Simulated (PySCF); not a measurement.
# Radial density of Ca(2+) (calcium, charge +2)

BP86, [Ar], closed-shell 1S. Computed with PySCF 2.14 in x2c-QZVPPall, with the spin-free X2C one-electron Hamiltonian (Gaussian nucleus).

| r (bohr) | 4πr²ρ (e/bohr) |
| --- | --- |
| 0.00130 | 0.1351 |
| 0.00218 | 0.3528 |
| 0.00367 | 0.9019 |
| 0.00617 | 2.220 |
| 0.0104 | 5.132 |
| 0.0175 | 10.64 |
| 0.0294 | 18.37 |
| 0.0494 | 23.49 |
| 0.0831 | 20.11 |
| 0.140 | 17.57 |
| 0.235 | 24.40 |
| 0.395 | 16.04 |
| 0.665 | 5.949 |
| 1.12 | 7.510 |
| 1.88 | 2.072 |
| 3.16 | 0.06248 |
| 5.32 | 0.0001208 |

Densities and radii are taken from the X2C orbitals without a picture-change correction, which distorts them close to the nucleus.
